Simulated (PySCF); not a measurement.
## Core-level binding energies of `BCBB(Cl)Cl`

Species: CH5B3Cl2.
SMILES with atom numbers: `[BH2:1][CH2:2][BH:3][B:4]([Cl:5])[Cl:6]`

Structure used (PBE0-D3(BJ)/def2-SVP), in Å, numbered top down from 1:
```
atom  x, y, z in Å
B1    -0.7518   -0.1656    0.5718
C2     0.0245    0.5477   -0.5789
B3     1.4034   -0.1744   -0.6567
B4     2.8089    0.4975   -0.0245
Cl5    3.0747    0.2926    1.7034
Cl6    3.9908    1.3790   -0.9658
H7    -1.0136   -1.3435    0.4860
H8    -1.0944    0.4387    1.5611
H9     0.0606    1.6395   -0.4763
H10   -0.5299    0.2270   -1.4850
H11    1.4400   -1.3056   -1.0941
```

Method used: delta-SCF UKS SCAN, pcX-2 on the ionised atom, pcseg-1 elsewhere, spin-free X2C (PySCF 2.14.0). Each binding energy is the total energy of the core-ionised species, with the hole localised on one atom, minus that of the ground state; both are solved self-consistently, so orbital relaxation is included.

Give the core binding energies atom by atom.

```tsv
atom(s)	environment	level	binding energy (eV)	2p1/2 (eV)	above the level's lowest (eV)	count
Cl5/Cl6	chlorine bonded to B	Cl 1s	2829.08	–	0.00	2
C2	sp3 carbon bound to boron	C 1s	290.35	–	0.00	1
Cl5/Cl6	chlorine bonded to B	Cl 2p3/2	206.50	208.15	0.00	2
B4	three-coordinate boron	B 1s	197.92	–	+1.88	1
B3	three-coordinate boron	B 1s	196.04	–	0.00	1
```

The listed B 1s values span 1.88 eV, from B3 (bonded to C, H and B) to B4 (bonded to 2 Cl and B). Summing the Pauling electronegativity differences to the bonded atoms, each weighted by its formal bond order, gives +0.67 for the lowest site and +2.24 for the highest.

Which photon wavelength matches the B 1s of B3 threshold?

λ = hc/E = 12398.42 eV Å / 196.04 eV = 63.244 Å.

Which photon energy gives electrons from B 1s of B3 a kinetic energy of 150 eV, and what is their de Broglie wavelength?

hν = 196.04 + 150 = 346.04 eV, recoil neglected; λ = 12.264 Å/√(E/eV) = 1.00 Å.

Topologically equivalent atoms share the value of their first member; where this conformer doesn't relate them by symmetry, their own values could differ. The list is incomplete; no value stands for B 1s of B1 (hole states with ⟨S²⟩ of 1 or more are left out). The 2p values add to the ΔSCF energy of one spin-free hole a correction within the shell (spin–orbit coupling, ligand field). 2p1/2 minus 2p3/2 (ligand field included): Cl 1.65 eV. Geometry: PBE0-D3(BJ)/def2-SVP, one conformer, isolated molecule.
